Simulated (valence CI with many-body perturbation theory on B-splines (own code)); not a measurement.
**Level structure of Pr9+**

Method: configuration interaction combined with many-body perturbation theory (CI+MBPT): four valence electrons over a frozen Dirac-Fock core [Kr] 4d10, a basis of 7 s, 7 p, 7 d, 7 f, 4 g, 2 h functions for each j, with the one-electron correlation potential Σ1, the two-electron term Σ2, the three-electron term Σ3, Breit, model QED; selected CI, second order for the rest, scaled by the run's own slope (own B-spline code, finite nucleus).

No measured levels were compared; by estimate terms of the open shell hold to a few per cent of their energy, and close levels can change places; configurations with another count of f electrons can be misplaced by thousands of cm⁻¹. Among the levels kept, up to 430 cm⁻¹ of a level comes from second order outside the variational space, and about a tenth of that is noise between levels of different J, which matters for small intervals.

Levels 91 to 135 of 219, with energies above the lowest level, 5s2 5p2 3P_0. "Leading %" is the weight of the configuration and term that name the level; weights of strongly mixed levels are sums over their largest components and can fall short. Lifetimes count E1, E2, E3, M1 and M2 decay at the calculated energies, and are blank where another channel may lead or the interval is too uncertain; long ones can be off by a factor of two.

| No. | Configuration | Term | J | E (cm⁻¹) | Leading % | Lifetime | g |
| --- | --- | --- | --- | --- | --- | --- | --- |
| 91 | 4f2 5s 5p | 3F° | 3 | 231400 | 28 | 1.71 ns | 1.070 |
| 92 | 4f2 5s 5p | 5D° | 1 | 231460 | 77 | 4.71 ns | 1.432 |
| 93 | 4f2 5s 5p | 3H° | 5 | 231500 | 35 | 2.21 ns | 1.105 |
| 94 | 5s 5p3 | 3P° | 0 | 231620 | 48 | 446 ps |  |
| 95 | 4f2 5s 5p | 3D° | 3 | 232360 | 41 | 1.95 ns | 1.212 |
| 96 | 4f2 5s 5p | 3F° | 2 | 232620 | 22 | 373 ps | 1.139 |
| 97 | 4f 5s 5p2 | 3D° | 1 | 233570 | 55 | 226 ps | 0.613 |
| 98 | 4f2 5s 5p | 3G° | 4 | 233850 | 22 | 1.24 ns | 1.082 |
| 99 | 4f 5s 5p2 | 3G° | 3 | 235930 | 21 | 243 ps | 1.030 |
| 100 | 5s 5p3 | 3P° | 1 | 235980 | 34 | 274 ps | 1.362 |
| 101 | 4f2 5s 5p | 5D° | 2 | 236040 | 27 | 585 ps | 1.246 |
| 102 | 4f 5s 5p2 | 3F° | 4 | 236200 | 27 | 358 ps | 1.140 |
| 103 | 4f2 5s 5p | 3I° | 6 | 236310 | 52 | 8.30 ns | 1.038 |
| 104 | 4f2 5s 5p | 5S° | 2 | 237020 | 42 | 752 ps | 1.598 |
| 105 | 4f2 5s 5p | 3P° | 2 | 238410 | 29 | 657 ps | 1.298 |
| 106 | 4f2 5s 5p | 3I° | 5 | 238800 | 32 | 963 ps | 1.033 |
| 107 | 4f2 5s 5p | 3S° | 1 | 239190 | 51 | 1.27 ns | 1.920 |
| 108 | 4f 5s 5p2 | 3F° | 2 | 239710 | 35 | 87.6 ps | 0.926 |
| 109 | 4f2 5s 5p | 3G° | 3 | 240140 | 22 | 728 ps | 1.106 |
| 110 | 4f2 5s 5p | 5H° | 6 | 240440 | 42 | 10.6 ns | 1.192 |
| 111 | 4f2 5s 5p | 3D° | 1 | 240870 | 32 | 1.29 ns | 1.070 |
| 112 | 4f2 5s 5p | 3I° | 7 | 241160 | 65 | 6.47 ns | 1.111 |
| 113 | 4f2 5s 5p | 5H° | 5 | 241400 | 33 | 8.89 ns | 1.150 |
| 114 | 4f2 5s 5p | 5S° | 2 | 241710 | 15 | 331 ps | 1.366 |
| 115 | 4f2 5s 5p | 5I° | 7 | 241860 | 56 | 63.4 ns | 1.214 |
| 116 | 4f2 5s 5p | 3I° | 5 | 242390 | 41 | 898 ps | 0.995 |
| 117 | 4f2 5s 5p | 5G° | 4 | 243020 | 30 | 674 ps | 1.028 |
| 118 | 4f 5s 5p2 | 3H° | 6 | 243230 | 52 | 777 ps | 1.168 |
| 119 | 4f2 5s 5p | 1S° | 0 | 243540 | 61 | 4.97 ns |  |
| 120 | 4f2 5s 5p | 5I° | 8 | 244710 | 99 | 3.85 ms | 1.250 |
| 121 | 4f2 5s 5p | 5F° | 3 | 244740 | 23 | 1.28 ns | 1.173 |
| 122 | 4f 5s 5p2 | 3G° | 4 | 245140 | 17 | 227 ps | 1.093 |
| 123 | 4f 5s 5p2 | 3D° | 2 | 245460 | 10 | 253 ps | 1.129 |
| 124 | 4f 5s 5p2 | 3G° | 3 | 245480 | 35 | 85.8 ps | 0.953 |
| 125 | 4f2 5s 5p | 3D° | 1 | 245680 | 47 | 2.65 ns | 0.592 |
| 126 | 4f 5s 5p2 | 3D° | 3 | 246380 | 26 | 112 ps | 1.146 |
| 127 | 4f2 5s 5p | 1D° | 2 | 246600 | 20 | 326 ps | 1.052 |
| 128 | 4f 5s 5p2 | 1H° | 5 | 247460 | 40 | 531 ps | 1.019 |
| 129 | 4f2 5s 5p | 5G° | 3 | 247930 | 41 | 167 ps | 0.993 |
| 130 | 4f2 5s 5p | 5G° | 6 | 248080 | 48 | 3.46 ns | 1.193 |
| 131 | 4f2 5s 5p | 5G° | 2 | 248940 | 90 | 14.3 ns | 0.388 |
| 132 | 4f2 5s 5p | 5F° | 4 | 249380 | 20 | 147 ps | 1.141 |
| 133 | 4f 5s 5p2 | 3P° | 0 | 249610 | 47 | 866 ps |  |
| 134 | 4f 5s 5p2 | 1P° | 1 | 249750 | 16 | 218 ps | 1.021 |
| 135 | 4f2 5s 5p | 5F° | 4 | 250340 | 35 | 245 ps | 1.251 |

Names give the largest LS component (configuration and term), which can be under half, so a name can repeat, a term be missing and a line seem to break the LS rules; names also repeat where a configuration has a term twice.

Where two levels of one J and parity lie close, their mixing, g and order are uncertain.
